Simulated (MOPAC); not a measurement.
A run for MOPAC: PM3 on LiF+, 2S+1 = 2, a spin state set in the input, which need not be the lowest, a point of a bond scan (R = 2.105 Å). Charge +1.

```
PM3 1SCF PRECISE CHARGE=1 UHF MS=0.5 THREADS=1
FLi

Li     0.00000000 1     0.00000000 1     0.00000000 1
F      0.00000000 1     0.00000000 1     2.10502200 1
```

Output:

```
*******************************************************************************
 **                                                                           **
 **                              MOPAC v23.2.5                                **
 **                                                                           **
 *******************************************************************************
 ** MOPAC's Digital Object Identifier: https://doi.org/10.5281/zenodo.6511958 **
 **                                                                           **
 ** Please cite the open-source release paper for use of this MOPAC version:  **
 ** J. E. Moussa and J. J. P. Stewart (2026)                                  **
 ** MOPAC: An open-source semiempirical molecular orbital program             **
 ** J. Open Source Softw., 11(119), 8025, https://doi.org/10.21105/joss.08025 **
 *******************************************************************************

                              PM3 CALCULATION RESULTS

 *******************************************************************************
 *  PM3        - The PM3 Hamiltonian to be used
 *  UHF        - UNRESTRICTED HARTREE-FOCK CALCULATION
 *
 *
 *
 *                 CHARGE ON SYSTEM = +1
 *
 *
 *
 *  MS=        - IN MECI, MAGNETIC COMPONENT OF SPIN =  0.5
 *  PRECISE    - TIGHTER CRITERIA TO BE USED
 *  1SCF       - DO 1 SCF AND THEN STOP
 *  THREADS=1  - MULTI-THREADING NOT USED
 *  T=         - A TIME OF 172800.0 SECONDS REQUESTED
 *  DUMP=N     - RESTART FILE WRITTEN EVERY 7200.0 SECONDS REQUESTED
 *******************************************************************************
PM3 1SCF PRECISE CHARGE=1 UHF MS=0.5 THREADS=1
 FLi

   ATOM   CHEMICAL          X               Y               Z
  NUMBER   SYMBOL      (ANGSTROMS)     (ANGSTROMS)     (ANGSTROMS)

     1      Li          0.00000000  *   0.00000000  *   0.00000000  *
     2       F          0.00000000  *   0.00000000  *   2.10502200  *



          CARTESIAN COORDINATES

    NO.       ATOM           X           Y           Z

     1        Li          0.0000      0.0000      0.0000
     2         F          0.0000      0.0000      2.1050

 Li: (PM3): E. ANDERS, R. KOCH, P. FREUNSCHT, J. COMP. CHEM 14 1301-1312  1993
  F: (PM3): J. J. P. STEWART, J. COMP. CHEM. 10, 209 (1989).

           Empirical Formula: Li F  =     2 atoms



      MOLECULAR POINT GROUP   :   C*v


          UHF CALCULATION, NO. OF ALPHA ELECTRONS =    4
                           NO. OF BETA  ELECTRONS =    3

 -------------------------------------------------------------------------------
 PM3 1SCF PRECISE CHARGE=1 UHF MS=0.5 THREADS=1
 FLi



     1SCF WAS SPECIFIED, SO BFGS WAS NOT USED
     SCF FIELD WAS ACHIEVED


                              PM3 CALCULATION
                                                       MOPAC v23.2.5 Linux




          FINAL HEAT OF FORMATION =        178.55436 KCAL/MOL =     747.07143 KJ/MOL


          COSMO AREA              =         72.73 SQUARE ANGSTROMS
          COSMO VOLUME            =         54.43 CUBIC ANGSTROMS

          IONIZATION POTENTIAL    =         22.397702 EV
          ALPHA SOMO LUMO (EV)    =        -22.599 -5.337
          BETA  SOMO LUMO (EV)    =        -22.398 -8.393
          NO. OF ALPHA ELECTRONS  =          4
          NO. OF BETA  ELECTRONS  =          3
          MOLECULAR WEIGHT        =         25.9384         POINT GROUP:  C*v

          MOLECULAR DIMENSIONS (Angstroms)

            Atom       Atom       Distance
            F     2   Li     1     2.10502
            F     2   Li     1     0.00000
           Li     1    F     2     0.00000


          SCF CALCULATIONS        =          1





   ATOM   CHEMICAL          X               Y               Z
  NUMBER   SYMBOL      (ANGSTROMS)     (ANGSTROMS)     (ANGSTROMS)

     1      Li          0.00000000  *   0.00000000  *   0.00000000  *
     2       F          0.00000000  *   0.00000000  *   2.10502200  *

                             CARTESIAN COORDINATES

   1   Li        0.000000000     0.000000000     0.000000000
   2    F        0.000000000     0.000000000     2.105022000


           Empirical Formula: Li F  =     2 atoms



      MOLECULAR POINT GROUP   :   C*v


          ALPHA EIGENVALUES
 -28.01070 -22.99631 -22.71207 -22.59888  -5.33681  -3.44541  -3.42254  -3.11805


           BETA EIGENVALUES
 -27.30222 -22.50787 -22.39770  -8.39269  -5.33173  -3.42079  -3.27787  -3.08734


              NET ATOMIC CHARGES AND DIPOLE CONTRIBUTIONS

  ATOM NO.   TYPE          CHARGE      No. of ELECS.   s-Pop       p-Pop
    1         Li           0.860327        0.1397     0.03706     0.10261
    2          F           0.139673        6.8603     1.91563     4.94470
 DIPOLE           X         Y         Z       TOTAL
 POINT-CHG.     0.000     0.000    -5.993     5.993
 HYBRID         0.000    -0.000    -0.680     0.680
 SUM            0.000    -0.000    -6.673     6.673


          ATOMIC ORBITAL ELECTRON POPULATIONS

     Atom    s        px        py        pz
    1 Li   0.03706   0.01054   0.00495   0.08713
    2  F   1.91563   1.98946   0.99505   1.96018


                    (SZ)    =    0.500000
                    (S**2)  =    0.750062


          ATOMIC ORBITAL SPIN POPULATIONS

    Atom   Total    s     px     py     pz
         Atomic
    1 Li  0.0013 -0.001 -0.000  0.005 -0.002
    2  F  0.9987  0.003  0.000  0.995  0.000

 **********************
 *                    *
 * JOB ENDED NORMALLY *
 *                    *
 **********************




 == MOPAC DONE ==
```

The run finished.

Cost: around 0.020 core-seconds (rough).
